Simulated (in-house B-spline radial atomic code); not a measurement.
Ionising Rb⁴⁺ with different functionals

Computed with a B-spline radial code for spherical atoms: non-relativistic Hamiltonian, point nucleus, spin-polarised at highest spin, spherical fractional occupations for the functionals, and exact exchange of hybrids averaged over the configuration. The ionisation energy is the difference of two self-consistent energies, [Ar] 3d10 4s2 4p3 → [Ar] 3d10 4s2 4p2, without Breit or QED terms; ε is the level of the shell that loses the electron (its least bound occupied spin orbital). There is no spin-orbit coupling in this Hamiltonian.

```
   method                    rung  ΔSCF (eV)  -ε(4p) (eV)
     PBE0           global hybrid          ?            ?
    B3LYP           global hybrid      68.95        63.36
    TPSSh           global hybrid      69.18        62.95
   M06-2X           global hybrid      68.72        65.45
BHandHLYP           global hybrid      68.93        65.57
  r2SCAN0           global hybrid      69.53        64.43
    B97-1           global hybrid      68.94        63.48
    HSE06  range-separated hybrid          ?            ?
    wB97X  range-separated hybrid      68.79        66.35
CAM-B3LYP  range-separated hybrid      68.93        65.24
  LC-wPBE  range-separated hybrid      69.05        66.92
```

(1) What does HSE06 give?

(2) What does PBE0 give?

(3) Among the functionals, which spreads more, the ΔSCF values or the orbital energies?

(4) How do they compare with the NIST value?

Results:

(1) ΔSCF 69.02 eV, and -ε(4p) = 63.45 eV.

(2) ΔSCF 69.08 eV, and -ε(4p) = 63.92 eV.

(3) The orbital energies: ΔSCF values span about 0.81 eV and the orbital energies 3.97 eV; here energy differences depend much less on the functional than eigenvalues do.

(4) NIST lists 68.4 eV ± 0.15 (tabulated theory, ground level to ground level). Errors run from +0.28 to +1.09 eV; M06-2X is closest (+0.28 eV), though others lie within the uncertainty of it, and part of that can be cancellation, since the calculations leave out relativity, Breit-QED terms, multiplet and fine-structure energies.
